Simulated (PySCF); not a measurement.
Si(AsH2)(OH)3 (AsH5O3Si), SMILES O[Si](O)([AsH2])O.

The structure is a stationary point at PBE0-D3(BJ)/def2-SVP. This is a generated structure with no PubChem entry under its InChIKey; it may be hypothetical. The values are those of a single conformer.

Two levels are set side by side: PBE/def2-TZVP (PySCF) and M06-2X/def2-TZVP (PySCF). Same geometry, gas phase. Differences are taken from unrounded values.

| quantity | PBE |
|---|---|
| orbital gap (eV) | 5.72 |
| highest occupied level (eV) | -6.29 |
| lowest empty level (eV) | -0.57 |
| dipole moment (D) | 1.86 |
| mean polarisability (bohr³) | 67.5 |

### Question
These are the PBE values. What does M06-2X give? (The exact figures need the calculation; the answer reports its results.)

### Answer

```csv
quantity,M06-2X,PBE minus M06-2X
orbital gap (eV),9.43,-3.71
highest occupied level (eV),-8.51,2.22
lowest empty level (eV),0.92,-1.49
dipole moment (D),1.96,-0.10
mean polarisability (bohr³),64.1,3.5
```

PBE's occupied levels lie high since its potential decays too fast outside the molecule; exact exchange lowers them and widens the gap. Loosely held outer electrons make PBE densities more polarisable. Differences between two approximate levels are no errors against the true value.

Rough cost on one machine, each run with all the roots and properties that it gave: M06-2X against PBE about 3 times.
